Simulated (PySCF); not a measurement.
## Ce+: excitation energy

Ce+ [Xe] 4f1 5d2 (high-spin determinant) → Ce+ [Xe] 5d3 (4F), as a difference of total energies. Calculation: PySCF 2.14, in ANO-RCC-VTZP; the spin-free X2C one-electron Hamiltonian (Gaussian nucleus). The calculations carry no spin-orbit coupling.

```json
{"method": "UHF", "excitation energy (cm⁻¹)": "20653"}
{"method": "BHandHLYP", "excitation energy (cm⁻¹)": "29669"}
{"method": "BLYP", "excitation energy (cm⁻¹)": "35472"}
```

The determinant of the lower state mixes LS terms, which raises its energy above the lowest term, most at the Hartree-Fock and MP2 levels.
